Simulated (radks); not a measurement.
Spin polarisation of the 6s1 shell in neutral caesium. Start: [Xe] 6s(up 0.5, down 0.5); electrons of 6s are moved from spin down to spin up, other shells keep equal spins. Calculated with a radial shooting solver on a logarithmic mesh with Libxc functionals: non-relativistic Kohn-Sham, BLYP, spin-polarised, spherical densities, point nucleus.

moment (Bohr magnetons)	E - E(0) (eV)	e(6s up) (eV)	e(6s down) (eV)	5p down minus up (eV)
0	0.000	-1.935	-1.935	0.000
0.25	-0.004	-1.965	-1.905	0.011
0.5	-0.015	-1.995	-1.869	0.022
0.75	-0.036	-2.028	-1.817	0.033

At moment 0.75 the spin-polarisation energy is -0.036 eV and the 6s exchange splitting 0.211 eV, that is 0.281 eV per Bohr magneton; E = -I m^2/4 would give I = 0.256 eV.
